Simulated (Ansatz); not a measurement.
Consider the formal exchange of groups at the Si–C bond: `C[Si](C)(C)C` + BH₃ → `B[Si](C)(C)C` + CH₄.

Program: Ansatz. Geometries: PBE0-D4/def2-TZVP. ΔE: electronic, gas phase. CCSD(T)/CBS adds triple-zeta CCSD(T) − MP2 to the extrapolated MP2 energy (def2 sets, frozen cores). This one scheme is used for every species. Functionals use def2-TZVPP. HSE06 is defined as in plane-wave codes.

`C[Si](C)(C)C`:

Cartesian coordinates in Å:
```
C -0.601 -1.182 1.326
Si 0.000 0.000 0.000
C -1.395 1.157 -0.486
C 0.555 -0.976 -1.503
C 1.441 1.002 0.662
H -0.933 -0.641 2.217
H 0.192 -1.870 1.631
H -1.443 -1.782 0.969
H -1.074 1.858 -1.261
H -1.738 1.743 0.371
H -2.252 0.600 -0.874
H 0.912 -0.313 -2.295
H -0.266 -1.571 -1.912
H 1.368 -1.662 -1.250
H 2.272 0.353 0.954
H 1.814 1.702 -0.091
H 1.148 1.583 1.540
```

BH₃:

Cartesian coordinates in Å:
```
B 0.000 0.000 0.000
H -1.017 -0.129 -0.611
H 0.639 -0.961 0.305
H 0.378 1.090 0.306
```

`B[Si](C)(C)C`:

Z-matrix (Å, degrees):
```
Si
C 1 1.889
C 1 1.880 2 108.9
B 1 2.015 2 105.1 3 -120.5
C 1 1.880 2 108.9 3 119.0
H 2 1.093 1 111.7 3 59.9
H 2 1.094 1 109.6 3 -59.5
H 2 1.093 1 111.7 3 -179.0
H 3 1.094 1 110.9 2 60.2
H 3 1.093 1 111.0 2 -59.9
H 3 1.093 1 111.4 2 -179.9
H 4 1.199 1 121.9 2 -87.8
H 4 1.199 1 122.0 2 88.4
H 5 1.093 1 111.4 2 179.9
H 5 1.094 1 110.9 2 -60.2
H 5 1.093 1 111.0 2 59.9
```

CH₄:

Z-matrix (Å, degrees):
```
C
H 1 1.090
H 1 1.090 2 109.5
H 1 1.090 2 109.5 3 -120.0
H 1 1.090 2 109.5 3 120.0
```

| species | HSE06 energy (Eh) |
| --- | --- |
| `C[Si](C)(C)C` | -448.91910 |
| BH₃ | -26.56372 |
| `B[Si](C)(C)C` | -435.00556 |
| CH₄ | -40.47234 |

Q: Work out ΔE.

A: ΔE = (-435.00556) + (-40.47234) − (-448.91910) − (-26.56372) = 0.00492 Eh = +12.9 kJ/mol. CCSD(T)/CBS gives +21.2 kJ/mol.

Largest T1 diagnostic among the species: 0.010.

Leaving LDA and LC-ωPBE aside and taking each functional with its dispersion term where it has one, the values, not all of them listed here, spread over 15.9 kJ/mol, from PBE-D4 to ωB97M-V. LDA lies +3.0 kJ/mol from PBE without D4. From BLYP to BHLYP (50 % exact exchange), in def2-TZVPP and without D4, ΔE moves by +10.1 kJ/mol. At CCSD(T), def2-SVP lies −6.5 kJ/mol from the extrapolated value and def2-TZVPP −0.2 kJ/mol.
